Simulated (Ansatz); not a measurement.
Basis-set series for CH3Cl3NV, SMILES `C[N]=[V]([Cl])([Cl])[Cl]`. The species carries charge 0 and has multiplicity 1. The structure was optimised at the PBE0-D4/def2-TZVP level.

```
functional       basis  functions  energy (Eh)  HOMO (eV)  LUMO (eV)
   PBE0-D4    def2-SVP        128  -2418.04472      -8.32      -3.39
   PBE0-D4  def2-QZVPP        507  -2418.82055      -8.45      -3.45
   ωB97M-V    def2-SVP        128  -2418.62498     -10.49      -1.20
   ωB97M-V  def2-QZVPP        507  -2419.39598     -10.69      -1.33
```

(1) Give the rows for def2-TZVPP. (Best estimate.)

Results:

(1) Computed: 
```json
{"functional": "PBE0-D4", "basis": "def2-TZVPP", "functions": "294", "energy (Eh)": "-2418.75679", "HOMO (eV)": "-8.43", "LUMO (eV)": "-3.42"}
{"functional": "ωB97M-V", "basis": "def2-TZVPP", "functions": "294", "energy (Eh)": "-2419.33535", "HOMO (eV)": "-10.65", "LUMO (eV)": "-1.28"}
```

Scalar relativity is left out up to krypton.
